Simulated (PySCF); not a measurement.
Computed shifts of a molecule C4H3ClF2, PySCF with PBE/pcSseg-1, GIAO, gas phase, atoms alike by connectivity averaged where their shifts nearly agree, in ppm (number of nuclei): ¹³C: 175.8 (1), 159.4 (1), 135.0 (1), 33.9 (1). ¹⁹F: -97.7 (2). ¹H: 2.62 (3). References: ¹³C against TMS (σ = 182.0 ppm); ³⁵Cl against HCl (σ = 936.5 ppm); ¹⁹F against CFCl3 (σ = 133.6 ppm); ¹H against TMS (σ = 31.49 ppm), references at their B3LYP-D3(BJ)/def2-TZVP geometries, non-relativistic (without spin–orbit terms, shifts of atoms bonded to Cl or Br come out too high). Coordinates come from a B3LYP-D3(BJ)/def2-SVP optimisation. The values are those of a single conformer.

Task: Which molecule gave these data?
A) F[C@@H]1C(Cl)=C[C@@H]1F
B) CC(Cl)=C=C(F)F
C) F/C=C(F)/C=C\Cl
D) CC(F)=C=C(F)Cl

Result: B, CC(Cl)=C=C(F)F
